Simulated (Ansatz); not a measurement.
Basis sets compared for N-butylpyridinium hexafluoroantimonate, `CCCC[n+]1ccccc1.[F][Sb-]([F])([F])([F])([F])[F]`. The state is a singlet with charge 0. Geometry PBE-D4/def2-SVP. Ansatz on 2 threads of AMD EPYC 7R13 on a shared host and a share (18 GiB) of an NVIDIA H100 80GB HBM3; times are rough, and most runs start from earlier orbitals.

```xyz
31

C    -2.966   -1.770   -1.991
C    -1.837   -1.886   -0.969
C    -0.635   -0.996   -1.313
C     0.460   -1.145   -0.258
N     1.495   -0.077   -0.312
C     2.788   -0.377   -0.602
C     3.772    0.605   -0.564
C     3.420    1.916   -0.198
C     2.082    2.203    0.096
C     1.129    1.188    0.020
H    -3.340   -0.726   -2.050
H    -3.825   -2.415   -1.715
H    -2.635   -2.068   -3.008
H    -2.203   -1.583    0.036
H    -1.509   -2.946   -0.883
H    -0.982    0.056   -1.328
H    -0.235   -1.236   -2.324
H     0.035   -1.071    0.763
H     0.992   -2.111   -0.351
H     2.998   -1.426   -0.850
H     4.810    0.334   -0.804
H     4.187    2.702   -0.141
H     1.741    3.196    0.418
H     0.060    1.351    0.232
F    -1.038    1.453    4.519
Sb   -1.440    1.200    2.649
F    -2.469   -0.414    2.950
F     0.174    0.073    2.444
F    -2.999    2.335    2.725
F    -1.727    0.929    0.697
F    -0.302    2.708    2.113
```

In the def2 sets Sb takes a core potential; there is no spin–orbit coupling. Single mean-field runs in def2-TZVP are fitted with def2-universal-jkfit.

Binding counts from free atoms (C triplet, N quartet, H doublet, F doublet, Sb quartet) in the same basis, without a counterpoise term.

```
           level  functions  energy (Eh)  HOMO (eV)  LUMO (eV)  binding per atom (eV)  wall time
 PBE-D4/def2-SVP        320   -1243.7327      -7.47      -3.98                   4.46      4.1 s
PBE0-D4/def2-SVP        320   -1243.7762      -9.35      -3.17                   4.33      8.5 s
```

Problem. Estimate the rows for PBE-D4/def2-TZVP, PBE0-D4/def2-TZVP (with forces).

Solution. 
| level | functions | energy (Eh) | HOMO (eV) | LUMO (eV) | binding per atom (eV) | wall time |
| --- | --- | --- | --- | --- | --- | --- |
| PBE-D4/def2-TZVP | 630 | -1244.9559 | -7.94 | -4.03 | 4.43 | 4.5 s |
| PBE0-D4/def2-TZVP (with forces) | 630 | -1244.9864 | -9.36 | -3.18 | 4.30 | 6.5 s |
